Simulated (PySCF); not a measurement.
Structure with atom numbers: `[CH3:1][C:2]1=[CH:3][CH2:4][C@@H:5]2[CH2:6][C@H:7]1[C:8]2([CH3:9])[CH3:10]`. Hydrogens are named by the atom that carries them. Ha(C6) is cis to C2 on the ring; Ha(C4) is cis to C8 on the ring; Hb(C6) is trans to C2 on the ring; Hb(C4) is trans to C8 on the ring.

[PySCF 2.14.0 with density-fitted response routines: PBE0-D3(BJ)/def2-SVP structure; shieldings: GIAO PBE/pcSseg-1; one computed conformer; non-relativistic; rapidly exchanging positions averaged; no solvent]

References, each an isolated molecule treated in the same way: ¹³C, ¹H vs TMS.

```csv
atoms,nucleus,count,δ (ppm)
C3,¹³C,1,123.7
Hb(C6),¹H,1,2.42
C4,¹³C,1,36.7
C8,¹³C,1,?
C5,¹³C,1,43.8
H(C9),¹H,3,0.91
H(C1),¹H,3,?
C2,¹³C,1,153.9
H(C3),¹H,1,5.41
Hb(C4),¹H,1,2.45
C9,¹³C,1,?
C7,¹³C,1,?
C10,¹³C,1,28.5
Ha(C6),¹H,1,1.10
C6,¹³C,1,34.1
H(C7),¹H,1,1.76
H(C5),¹H,1,1.83
Ha(C4),¹H,1,?
C1,¹³C,1,?
H(C10),¹H,3,1.29
```

Q: Estimate the values marked ?.

A: 
- C7: 50.0 ppm, allylic sp3 CH; aliphatic region, no heteroatom directly attached
- C8: 40.4 ppm, quaternary sp3 carbon in a ring; saturated and bonded to C and H only
- C1: 26.4 ppm, allylic methyl carbon; a saturated carbon with 1 carbon neighbour and no heteroatom attached
- C9: 22.0 ppm, methyl carbon; aliphatic region, no heteroatom directly attached
- Ha(C4): 2.41 ppm, hydrogen on an allylic sp3 CH2; allylic position
- H(C1): 1.79 ppm, hydrogen on an allylic methyl carbon; allylic position

Shifts are as computed. Against solution values, carbons near 30 ppm lie about +2 ppm off and those near 130 ppm about +2 ppm. Of 1211 compounds with measured shifts, 218 miss one by over three times the rms of a fit or turn the order of signals round; such compounds aren't used in these exercises.
